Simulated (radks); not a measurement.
The numbers below are computed, except where a source is named.
Effect of the nuclear size on neutral caesium, [Xe] 6s1. Code: a radial shooting solver on a logarithmic mesh with Libxc functionals. Model: Dirac Kohn-Sham, exchange-only LDA, spin-unpolarised, spherical densities, finite nucleus; Fermi nuclear charge, rms radius 4.8041 fm. The rms radius is varied about that value; shifts are against it.

rms radius (fm),total energy shift (eV),density at nucleus (e/bohr^3),1s1/2 shift (meV),2s1/2 shift (meV),4p1/2 shift (meV),5s1/2 shift (meV),5p1/2 shift (meV)
4.2036,-1.74,3.024e+05,-727,-86.7,0.302,-0.516,0.092
4.5303,-0.818,2.982e+05,-342,-40.7,0.142,-0.242,0.043
4.8041,0,2.95e+05,0.000,0.000,0.000,0.000,0.000
5.1116,0.966,2.916e+05,403,48.0,-0.167,0.286,-0.051
5.6881,2.91,2.859e+05,1210,144,-0.503,0.860,-0.153

Slopes of the eigenvalues against <r^2> in GHz/fm^2, as finite differences over the two radii next to the reference (eigenvalue slopes, not the field-shift constants of lines): 1s1/2 32100, 2s1/2 3830, 4p1/2 -13.3, 5s1/2 22.8, 5p1/2 -4.05.
